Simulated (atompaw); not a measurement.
**Nb: PAW (atompaw) pseudisation with LDA (PW92), scalar-relativistic reference atom.**

atompaw 4.2.0.5 input, output lines left out:

```
Nb 41
LDA-PW scalarrelativistic loggrid 1500 logderivrange -6 5 276
5 5 4 0 0 0
5 0 1
5 1 0
4 2 4
0 0 0
c
c
c
v
v
c
c
v
v
c
v
2
2.50 2.45 1.70 2.15
n
n
y
1.35
n
bloechl sinc
bessel
```

Results:

| Item | Value |
| --- | --- |
| Cutoffs needed | 25 Ry and 30 Ry (the cutoffs (Ry, on a coarse ladder) from which the occupation-weighted sum of valence levels, in a spherical-Bessel basis at the reference potential, stays within 10 and 1 mRy of its value at 400 Ry) |
| Ghost test | no extra level below or beside the all-electron valence levels (s, p, d, f tested) (spherical-Bessel basis up to 400 Ry, 20 bohr box) |
| Lowest eigenvalue of the overlap operator | 0.51 (s channel) |
| Overlap eigenvalues printed by atompaw (projector basis) | 0.314, 0.445, 1.29, 3.55, 4.33, 14.2 |
| Share of each valence orbital outside the PAW sphere | 4s 1 %, 5s 82 %, 4p 2 %, 5p 95 %, 4d 31 % |

Generation and tests took about 5.2 s on one core of a shared server CPU.
